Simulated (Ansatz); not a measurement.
`[SiH3]Cl` + `F[SiH2]P` → `F[SiH2]P[SiH3]` + HCl at 500 K and 1 bar (ligand exchange at the Si–Cl bond).

Program: Ansatz. Geometries: PBE0-D4/def2-TZVP. ΔE: electronic, gas phase. CBS: MP2 limit from def2 TZ/QZ plus the TZ coupled-cluster correction, frozen cores. This one scheme is used for every species. Each species was taken in one conformer, which may not be the lowest.

```
         species  CCSD(T)/CBS energy (Eh)  H − E (kJ/mol)  S (J/(mol·K))
      `[SiH3]Cl`               -750.69636            92.3          281.7
      `F[SiH2]P`               -732.27050           132.8          348.5
`F[SiH2]P[SiH3]`              -1022.56126           193.6          434.5
             HCl               -460.38127            32.5          201.9
```

H − E and S are ideal-gas, rigid-rotor, harmonic terms from PBE0-D4/def2-TZVP, for one conformer and one mirror image of each species. 1 Eh = 2625.50 kJ/mol, R = 8.31446 J/(mol·K).

By hand: ΔE, ΔH, ΔS and ΔG.

ΔE = (-1022.56126) + (-460.38127) − (-750.69636) − (-732.27050) = 0.02433 Eh = 63.9 kJ/mol. Δ(H − E) = 193.6 + 32.5 − 92.3 − 132.8 = 1.0, so ΔH = 64.9 kJ/mol. ΔS = 434.5 + 201.9 − 281.7 − 348.5 = 6.2 J/(mol·K). ΔG = 64.9 − 500 × (6.2)/1000 = 61.8 kJ/mol.

By hand: the equilibrium constant, and the temperature at which ΔG would vanish if ΔH and ΔS stayed fixed.

log₁₀ K = −ΔG/(RT ln 10) = -6.5. ΔG = 0 at ΔH/ΔS = 10468 K, far beyond where these terms or the molecules hold.

The number of gas molecules stays the same, so ΔS is small and ΔH decides. A doubt of 5 kJ/mol in ΔE shifts log₁₀ K by 0.5 here. Other conformers and mirror images would add mixing entropy, several J/(mol·K) or more a flexible species. Modes under 60 cm⁻¹, often nearly free rotors, make the harmonic entropy too high. These are equilibria of isolated gas molecules and say nothing of rates. Largest T1 diagnostic: 0.013 (customary marks: 0.02 for closed shells, 0.045 for open ones).
